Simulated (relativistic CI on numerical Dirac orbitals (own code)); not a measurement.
Cd⁴⁺: M2,3 absorption edge

Computed with this model: Dirac-Coulomb-Breit CI, KLI orbitals optimised for each configuration, QED by a radiative potential, valence Slater integrals scaled by 0.8, multiplet model of core-to-valence dipole absorption; configurations [Kr] 4d8 → [Ne] 3s2 3p5 3d10 4s2 4p6 4d9; 80 K; Lorentzian 1.2 eV and Gaussian 0.4 eV FWHM. Energies are those of the free ion, without screening or charge transfer. The branching ratio is the share of the lower-energy edge in the whole absorption, uncertain by about 0.02 where the edges overlap. S is read from ⟨S²⟩ = S(S + 1).

Field parameters in Wybourne normalisation: D4h B²₀ = −7Ds, B⁴₀ = 21(Dq − Dt), B⁴₄ = 21√(5/14) Dq; Oh B⁴₀ = 21Dq, B⁴₄ = √(5/14) B⁴₀; Td as Oh with Dq negative (B⁴₀ = 21Dq, B⁴₄ = √(5/14) B⁴₀). The field is a parameter set, without covalency.

Case Td, 10Dq = -19750 cm⁻¹, the dichroism is that of the ground state at zero temperature, magnetised by exchange field 10 meV on Sz. The dichroism I(Δm = −1) − I(Δm = +1), over the sum of the three polarisations, integrates to -0.0275 on the lower edge and -0.0001 on the upper edge. The branching ratio is 0.943.

Task: Use the orbital sum rule with 2 holes to get ⟨Lz⟩.

Result: For a p → d edge ⟨Lz⟩ = 2 × n_h × (sum of both integrals) in this sign convention = -0.11; the ground state itself has ⟨Lz⟩ = -0.11 and ⟨Sz⟩ = -0.07. The rule assumes one radial integral for both edges, which relativistic orbitals only approach.
